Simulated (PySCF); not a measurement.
Working out the ionisation energy of Pb

Pb [Xe] 4f14 5d10 6s2 6p2 (3P) → Pb+ [Xe] 4f14 5d10 6s2 6p1 (2P). Computed with PySCF 2.14 in aug-cc-pVQZ-PP with ECP60MDF, with scalar relativity through the core potential. Frozen: 5s2 5p6 5d10. Energies in hartree (1 hartree = 27.21139 eV):

| part | Pb (lower) | Pb+ (upper) |
| --- | --- | --- |
| UHF | -191.836173 | -191.594980 |
| MP2 opposite-spin | -0.032782 | -0.027328 |
| MP2 same-spin | -0.007435 | -0.002258 |

Problem. What does Hartree-Fock give?

Solution. (-191.594980) − (-191.836173) = 0.241193 hartree = 6.563 eV.

Problem. What do MP2 and SCS-MP2 (6/5 opposite-spin, 1/3 same-spin) give?

Solution. The opposite-spin parts differ by 0.148 eV and the same-spin parts by 0.141 eV. MP2: 6.563 + (0.148) + (0.141) = 6.852 eV. SCS-MP2: 6.563 + 1.2 × (0.148) + (0.141)/3 = 6.788 eV.

Reference: 7.417 eV (measured; NIST Atomic Spectra Database, ionization energies), between the lowest levels; spin-orbit coupling is absent from the calculation.

What remains against the reference includes basis incompleteness, the frozen core and correlation beyond second order.
